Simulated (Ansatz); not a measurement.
Relaxation of Cl2H4MgO2 (9 atoms, charge 0, multiplicity 1), to a largest force component of 0.03 eV/Å in at most 50 steps.

Level of theory: RKS r2SCANh-D4/6-31G (Ansatz).

```xyz
9
Properties=species:S:1:pos:R:3
Mg -0.926 -1.913 -1.189
Cl 1.317 -2.016 -0.349
Cl -2.864 -2.432 -2.199
H -0.362 1.363 0.577
O -1.225 1.122 0.197
H 1.843 0.067 1.167
O 1.830 1.024 0.994
H -1.941 1.611 0.628
H 2.329 1.174 0.174
```

Problem. Where does it end, and by what steps?

Solution. It converged. Limits of this set-up: no polarisation functions. After 15 steps the energy has fallen by 2.028 eV; H9 moved furthest, 0.91 Å. Joined: Mg1–O5.

```json
{"step": "0", "energy less start (eV)": "0.0000", "largest force component (eV/Å)": "0.986", "accepted": "yes"}
{"step": "1", "energy less start (eV)": "-0.4026", "largest force component (eV/Å)": "0.814", "accepted": "yes"}
{"step": "2", "energy less start (eV)": "-0.7545", "largest force component (eV/Å)": "1.048", "accepted": "yes"}
{"step": "3", "energy less start (eV)": "-1.2068", "largest force component (eV/Å)": "1.192", "accepted": "yes"}
{"step": "4", "energy less start (eV)": "-1.7014", "largest force component (eV/Å)": "0.748", "accepted": "yes"}
{"step": "5", "energy less start (eV)": "-1.7636", "largest force component (eV/Å)": "2.454", "accepted": "yes"}
{"step": "6", "energy less start (eV)": "-1.9594", "largest force component (eV/Å)": "0.691", "accepted": "yes"}
{"step": "7", "energy less start (eV)": "-1.9464", "largest force component (eV/Å)": "0.565", "accepted": "no"}
{"step": "8", "energy less start (eV)": "-2.0011", "largest force component (eV/Å)": "0.208", "accepted": "yes"}
{"step": "9", "energy less start (eV)": "-2.0136", "largest force component (eV/Å)": "0.124", "accepted": "yes"}
{"step": "10", "energy less start (eV)": "-2.0234", "largest force component (eV/Å)": "0.065", "accepted": "yes"}
{"step": "11", "energy less start (eV)": "-2.0242", "largest force component (eV/Å)": "0.088", "accepted": "yes"}
{"step": "12", "energy less start (eV)": "-2.0247", "largest force component (eV/Å)": "0.327", "accepted": "yes"}
{"step": "13", "energy less start (eV)": "-2.0132", "largest force component (eV/Å)": "0.286", "accepted": "no"}
{"step": "14", "energy less start (eV)": "-2.0276", "largest force component (eV/Å)": "0.080", "accepted": "yes"}
{"step": "15", "energy less start (eV)": "-2.0284", "largest force component (eV/Å)": "0.026", "accepted": "yes"}
```

```xyz
9
Properties=species:S:1:pos:R:3
Mg -0.927 -1.268 -0.731
Cl 1.237 -1.975 -0.272
Cl -2.899 -1.917 -1.649
H -0.014 0.887 0.335
O -0.912 0.538 -0.042
H 1.761 0.032 0.645
O 1.375 0.925 0.783
H -1.651 1.155 0.017
H 2.030 1.622 0.913
```

Whether the end is a true minimum wasn't checked by a vibrational analysis.

The run took 81 s on 2 threads of Arm Neoverse V1, with other jobs on the host, peak memory 0.18 GiB.
